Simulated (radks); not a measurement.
Values are calculated unless marked as measured or tabulated.
Fractional charge and spin in the 4p shell of technetium: the spin-up occupation runs from 2 to 3 and the spin-down occupation from 2 to 3; the fullest corner is Tc3+, [Ar] 3d10 4s2 4d(up 2, down 2) 4p(up 3, down 3). Level of theory: scalar-relativistic Kohn-Sham, BLYP, spin-polarised, spherical densities, finite nucleus; Fermi nuclear charge, rms radius of each element as measured or else 0.836 A^(1/3) + 0.57 fm (a radial shooting solver on a logarithmic mesh with Libxc functionals). Energy (eV) minus the two flat planes that join the four corners (they meet along the diagonal where the two added fractions sum to one electron); zero is where a piecewise linear energy would lie.

| down \ up | 2 | 2.25 | 2.5 | 2.75 | 3 |
|---|---|---|---|---|---|
| 2 | 0.000 | -1.612 | -2.142 | -1.600 | 0.000 |
| 2.25 | -1.612 | -2.068 | -1.456 | 0.213 | -1.519 |
| 2.5 | -2.142 | -1.456 | 0.284 | -1.379 | -2.015 |
| 2.75 | -1.600 | 0.213 | -1.379 | -1.946 | -1.503 |
| 3 | 0.000 | -1.519 | -2.015 | -1.503 | 0.000 |

Corners above the fullest one (they belong to Tc4+ and the next ion): (up 3, down 2) 83.166 eV, (up 2, down 3) 83.166 eV, (up 2, down 2) 184.10 eV. With half an added electron in each spin the energy lies 0.284 eV from the planes, and with half an added electron in spin up alone -2.142 eV. The planes are only a guide here: the flat-plane condition holds for ground states with one frontier orbital, while this shell lies below other occupied shells, so the corners above the fullest one are inner-hole states and not the ground states of those ions.
